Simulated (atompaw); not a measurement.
**beryllium (Be): PAW (atompaw) pseudisation with PBE, scalar-relativistic reference atom.**

atompaw 4.2.0.5 was run on this input:

```
Be 4
GGA-PBE scalarrelativistic loggrid 1500 logderivrange -2 5 176
2 2 0 0 0 0
2 1 0
0 0 0
c
v
v
1
3.00 2.35 2.25 1.95
y
1.2
n
y
0.4
n
custom polynom vanderbiltortho sinc
2 0.5 ultrasoft
3.00
1.65
3.00
3.00
PWSCFOUT
UPFDX 0.0125d0 UPFXMIN -7.d0 UPFZMESH 4.d0
END
```

Command:

```bash
atompaw < Be.input > Be.log
```

Resulting log (summary file):

```
Completed calculations for Be (AE)

 Exchange-correlation type: GGA, Perdew-Burke-Ernzerhof

 Radial integration grid is logarithmic
 r0 =   1.7861479E-03 h =   7.1445917E-03   n =      1500 rmax =   8.0000000E+01

 Scalar relativistic calculation

 AEatom converged in  21 iterations
   nz     =   4.00
   delta  =       1.317533705454E-18

 All Electron Orbital energies:
  n  l      occupancy      energy
  1  0      2.0000000E+00 -7.8065188E+00
  2  0      2.0000000E+00 -4.1230618E-01
  2  1      0.0000000E+00 -1.4834216E-01

 Total energy
   Total                    :      -29.26574374827557

 ---
 Completed calculations for Be (SC)

 Exchange-correlation type: GGA, Perdew-Burke-Ernzerhof

 Radial integration grid is logarithmic
 r0 =   1.7861479E-03 h =   7.1445917E-03   n =      1500 rmax =   8.0000000E+01

 Scalar relativistic calculation

 SCatom converged in   1 iterations
   nz     =   4.00
   delta  =       1.316815878857E-20

 Valence Electron Orbital energies:
  n  l      occupancy      energy
   2  0      2.0000000E+00 -4.1230618E-01
   2  1      0.0000000E+00 -1.4834216E-01

 Total energy
   Total                    :      -29.26574374827210
   Valence                  :       -6.54376980011488

 PAW parameters:
       lmax =            1
         rc =    3.0104459872666647
        irc =         1041
   rc_shape =    2.3608198819228385
    rc_vloc =    2.2616808543868818
    rc_core =    1.9602953056871051
   Vloc: Non norm-conserving form with l= 2;e=   5.0000E-01
   Projector type: polynomial pseudization + Vanderbilt ortho.
   Sinc^2 compensation charge shape zeroed at   2.3608E+00

 Number of basis functions     4
 No.   n  nodes  l      Energy         Cp coeff         Occ
  1    2    1    0   -0.4123062E+00  0.5829753E+02  0.2000000E+01
  2  999    2    0    0.1200000E+01  0.1513405E+02  0.0000000E+00
  3    2    0    1   -0.1483422E+00 -0.2748159E+03  0.0000000E+00
  4  999    1    1    0.4000000E+00 -0.6456809E+00  0.0000000E+00

 Eigenvalues of overlap operator (in the basis of projectors):
    1        1.76889903E-02
    2        4.12616446E-01
    3        2.47462373E+02
    4        1.71036084E+04

 Orbital leakage outside PAW augmentation regions
   orb  is_core?  %out_of_sphere
   1 0    T           0.00
   2 0    F          30.47
   2 1    F          47.08

 Summary of PAW energies
   Total valence energy     :     -6.54377065208175
   Smooth energy            :      0.52462413055941
   One center               :     -7.06839478264117
   Smooth kinetic           :      0.69429126562868
   Vloc energy              :     -0.08416833311936
   Smooth exch-corr         :     -0.90957900003924
   One-center xc            :     -4.52991634236426
```

The run took about 0.61 s on one core of a shared server CPU.
